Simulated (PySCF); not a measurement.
PySCF job for H5SbSiTe2, SMILES [SiH3][Sb]([TeH])[TeH], TDA-LC-ωPBE/def2-SVPD. Coordinates come from a PBE0-D3(BJ)/def2-SVP optimisation. The def2 effective core potentials stand for the cores of Sb, Te; spin–orbit coupling is left out.

```python
import numpy as np
from pyscf import gto, scf, dft, tdscf

mol = gto.M(
    atom='''
    Sb    0.24164662   -0.16334706    1.03311219
    Si    2.44478002   -0.78675863   -0.16847026
    H     2.76524212   -2.21229162    0.13849511
    H     3.52947108    0.10428167    0.33998669
    H     2.30837702   -0.61312385   -1.64699905
    Te    0.17892293    2.26893864   -0.31709366
    H    -0.84555426    2.90992069    0.83039859
    Te   -1.17644532   -1.86339193   -0.65265362
    H    -2.43727006   -1.93189481    0.43483892
    ''',
    basis='def2-SVPD',
    ecp={'Sb': 'def2-svp', 'Te': 'def2-svp'},
    charge=0,
    spin=0,
    max_memory=1600,
    verbose=4,
)
mf = dft.RKS(mol, xc='lc_wpbe').density_fit(auxbasis='def2-universal-jkfit')
mf.grids.level = 3
mf.conv_tol = 1e-9
mf.max_cycle = 100
mf.kernel()
mf.grids = dft.Grids(mol).set(level=1).build(with_non0tab=True)  # coarser grid for the response kernel
td = tdscf.TDA(mf)
td.singlet = True
td.nstates = 10
td.conv_tol = 1e-4
td.positive_eig_threshold = 1e-6
td.kernel(x0=td.get_init_guess(mf, 15))
td.analyze()
tt = tdscf.TDA(mf)
tt.singlet = False
tt.nstates = 4
tt.conv_tol = 1e-4
tt.positive_eig_threshold = 1e-6
tt.kernel(x0=tt.get_init_guess(mf, 9))
tt.analyze(verbose=3)
```

It prints:

```
PySCF version 2.14.0

[INPUT] verbose = 4
[INPUT] num. atoms = 9
[INPUT] num. electrons = 90
[INPUT] charge = 0
[INPUT] spin (= nelec alpha-beta = 2S) = 0
[INPUT] symmetry False subgroup None
[INPUT] Mole.unit = angstrom
[INPUT] Symbol           X                Y                Z      unit          X                Y                Z       unit  Magmom
[INPUT]  1 Sb     0.241646620000  -0.163347060000   1.033112190000 AA    0.456645930727  -0.308681206653   1.952299095050 Bohr   0.0
[INPUT]  2 Si     2.444780020000  -0.786758630000  -0.168470260000 AA    4.619964672609  -1.486758336838  -0.318362651534 Bohr   0.0
[INPUT]  3 H      2.765242120000  -2.212291620000   0.138495110000 AA    5.225550274912  -4.180625269470   0.261717827492 Bohr   0.0
[INPUT]  4 H      3.529471080000   0.104281670000   0.339986690000 AA    6.669733705773   0.197063796112   0.642481730097 Bohr   0.0
[INPUT]  5 H      2.308377020000  -0.613123850000  -1.646999050000 AA    4.362200360040  -1.158636156939  -3.112377131919 Bohr   0.0
[INPUT]  6 Te     0.178922930000   2.268938640000  -0.317093660000 AA    0.338115335105   4.287672623043  -0.599220173236 Bohr   0.0
[INPUT]  7 H     -0.845554260000   2.909920690000   0.830398590000 AA   -1.597865974859   5.498953148305   1.569225909325 Bohr   0.0
[INPUT]  8 Te    -1.176445320000  -1.863391930000  -0.652653620000 AA   -2.223159455326  -3.521300410425  -1.233336596006 Bohr   0.0
[INPUT]  9 H     -2.437270060000  -1.931894810000   0.434838920000 AA   -4.605772905002  -3.650752092369   0.821726467102 Bohr   0.0

nuclear repulsion = 514.617759031414
number of shells = 68
number of NR pGTOs = 299
number of NR cGTOs = 166
basis = def2-SVPD
ecp = {'Sb': 'def2-svp', 'Te': 'def2-svp'}


[settings echo left out]
init E= -985.467449283526
  HOMO = -1.36357934143084  LUMO = -1.11479857502287  gap/eV = 6.76967
cycle= 1 E= -1060.18669650965  delta_E= -74.7  |g|= 4.75  |ddm|= 18.1
  HOMO = -0.0623849597857533  LUMO = -0.0252558868443077  gap/eV = 1.01033
cycle= 2 E= -948.030078138594  delta_E=  112  |g|= 12.6  |ddm|=  435
  HOMO = -0.128023296074226  LUMO = -0.0687708766293279  gap/eV = 1.61234
cycle= 3 E= -1067.6751646319  delta_E= -120  |g|=    2  |ddm|=  435
  HOMO = -0.171810373733727  LUMO = 0.00207971579399521  gap/eV = 4.73179
cycle= 4 E= -1068.45844282255  delta_E= -0.783  |g|= 0.922  |ddm|= 4.99
  HOMO = -0.298223514679928  LUMO = -0.0185268656641131  gap/eV = 7.61093
cycle= 5 E= -1068.73120645989  delta_E= -0.273  |g|= 0.115  |ddm|= 1.81
  HOMO = -0.317913911157297  LUMO = -0.00609561825971239  gap/eV = 8.48501
cycle= 6 E= -1068.73671122289  delta_E= -0.0055  |g|= 0.052  |ddm|= 0.258
  HOMO = -0.320538697416065  LUMO = -0.0103963575947731  gap/eV = 8.43940
cycle= 7 E= -1068.73803832035  delta_E= -0.00133  |g|= 0.00903  |ddm|= 0.138
  HOMO = -0.318574949056872  LUMO = -0.00823168471111213  gap/eV = 8.44487
cycle= 8 E= -1068.7380990817  delta_E= -6.08e-05  |g|= 0.00396  |ddm|= 0.0344
  HOMO = -0.318195694908154  LUMO = -0.00806263914399219  gap/eV = 8.43915
cycle= 9 E= -1068.73811140708  delta_E= -1.23e-05  |g|= 0.00134  |ddm|= 0.0114
  HOMO = -0.318154670705407  LUMO = -0.00803256389982598  gap/eV = 8.43885
cycle= 10 E= -1068.73811355946  delta_E= -2.15e-06  |g|= 0.000317  |ddm|= 0.00596
  HOMO = -0.318176688589408  LUMO = -0.00807575323419463  gap/eV = 8.43828
cycle= 11 E= -1068.73811370201  delta_E= -1.43e-07  |g|= 0.000105  |ddm|= 0.00168
  HOMO = -0.318184267488431  LUMO = -0.0080830835197897  gap/eV = 8.43828
cycle= 12 E= -1068.73811371726  delta_E= -1.52e-08  |g|= 3.38e-05  |ddm|= 0.000549
  HOMO = -0.318180837487915  LUMO = -0.00808309458380585  gap/eV = 8.43819
cycle= 13 E= -1068.73811371883  delta_E= -1.58e-09  |g|= 1.06e-05  |ddm|= 0.000161
  HOMO = -0.318180935450322  LUMO = -0.00808383706266236  gap/eV = 8.43817
cycle= 14 E= -1068.73811371906  delta_E= -2.31e-10  |g|= 3.54e-06  |ddm|= 6.33e-05
  HOMO = -0.318180505348928  LUMO = -0.00808363290580938  gap/eV = 8.43817
Extra cycle  E= -1068.73811371908  delta_E= -1.68e-11  |g|= 1.84e-06  |ddm|= 1.39e-05
converged SCF energy = -1068.73811371908
tot grids = 42856
Overwritten attributes  positive_eig_threshold  of <class 'pyscf.tdscf.rks.TDA'>


******** <class 'pyscf.tdscf.rks.TDA'> for <class 'pyscf.df.df_jk.DFRKS'> ********
nstates = 10 singlet
deg_eia_thresh = 1.000e-03
wfnsym = None
conv_tol = 0.0001
eigh lindep = 1e-12
eigh level_shift = 0
eigh max_cycle = 100


Excitation energies (eV)
[3.54656583 3.68444916 4.47389425 4.75107718 4.87157668 4.9348847
 5.10848212 5.27077218 5.72390024 5.8641621 ]

** Singlet excitation energies and oscillator strengths **
Excited State   1:      3.54657 eV    349.59 nm  f=0.0080
      44 -> 47       -0.33234
      45 -> 46       -0.57860
Excited State   2:      3.68445 eV    336.51 nm  f=0.0103
      43 -> 46        0.16272
      44 -> 46        0.48149
      45 -> 47        0.42669
      45 -> 50       -0.13903
Excited State   3:      4.47389 eV    277.13 nm  f=0.0351
      43 -> 46       -0.25031
      44 -> 46        0.48197
      45 -> 47       -0.41219
Excited State   4:      4.75108 eV    260.96 nm  f=0.0052
      43 -> 50       -0.14761
      44 -> 50       -0.27502
      44 -> 52       -0.16230
      45 -> 46       -0.14378
      45 -> 48       -0.46059
      45 -> 49        0.22397
      45 -> 51        0.15506
Excited State   5:      4.87158 eV    254.51 nm  f=0.0021
      43 -> 46       -0.38689
      43 -> 48       -0.11598
      44 -> 46       -0.10001
      44 -> 48       -0.30018
      44 -> 49        0.15906
      45 -> 50       -0.34545
      45 -> 52       -0.16859
Excited State   6:      4.93488 eV    251.24 nm  f=0.0396
      41 -> 46       -0.14063
      43 -> 46        0.45853
      44 -> 48       -0.20284
      44 -> 49        0.10281
      45 -> 47       -0.33037
      45 -> 50       -0.18670
      45 -> 52       -0.15829
Excited State   7:      5.10848 eV    242.70 nm  f=0.2555
      42 -> 46       -0.10967
      43 -> 47       -0.51314
      44 -> 47        0.37231
      44 -> 50       -0.10887
      45 -> 46       -0.15331
Excited State   8:      5.27077 eV    235.23 nm  f=0.0867
      42 -> 46       -0.14909
      43 -> 47        0.40951
      44 -> 47        0.42761
      45 -> 46       -0.28237
Excited State   9:      5.72390 eV    216.61 nm  f=0.0100
      41 -> 46       -0.17666
      43 -> 48       -0.27221
      44 -> 48        0.49691
      44 -> 49        0.20054
      44 -> 53       -0.10298
      45 -> 50       -0.18715
Excited State  10:      5.86416 eV    211.43 nm  f=0.0209
      42 -> 46       -0.16861
      44 -> 50        0.25014
      44 -> 52        0.14878
      45 -> 48       -0.43282
      45 -> 49       -0.31200
      45 -> 51       -0.12339
      45 -> 53        0.10339
      45 -> 57        0.12122

** Transition electric dipole moments (AU) **
state          X           Y           Z        Dip. S.      Osc.
  1        -0.0943     -0.2882     -0.0224      0.0925      0.0080
  2         0.2255     -0.0920      0.2334      0.1138      0.0103
  3         0.3683     -0.1566      0.4005      0.3206      0.0351
  4        -0.0649     -0.2004     -0.0159      0.0446      0.0052
  5        -0.0291     -0.0044      0.1309      0.0180      0.0021
  6        -0.3479      0.1489     -0.4294      0.3276      0.0396
  7        -0.4446     -1.3531     -0.1120      2.0411      0.2555
  8        -0.2554     -0.7757     -0.0644      0.6711      0.0867
  9         0.2017     -0.0524     -0.1662      0.0710      0.0100
 10         0.1210      0.3605      0.0275      0.1454      0.0209

WARN: ECP detected. Skipping calculation of transition velocity and magnetic dipole moments, which have not yet been implemented.



******** <class 'pyscf.tdscf.rks.TDA'> for <class 'pyscf.df.df_jk.DFRKS'> ********
nstates = 4 triplet
deg_eia_thresh = 1.000e-03
wfnsym = None
conv_tol = 0.0001
eigh lindep = 1e-12
eigh level_shift = 0
eigh max_cycle = 100


Excitation energies (eV)
[3.03283171 3.14437564 3.5337551  3.64394832]

** Triplet excitation energies and oscillator strengths **
Excited State   1:      3.03283 eV    408.81 nm  f=0.0000
Excited State   2:      3.14438 eV    394.30 nm  f=0.0000
Excited State   3:      3.53376 eV    350.86 nm  f=0.0000
Excited State   4:      3.64395 eV    340.25 nm  f=0.0000
```

The run converged.
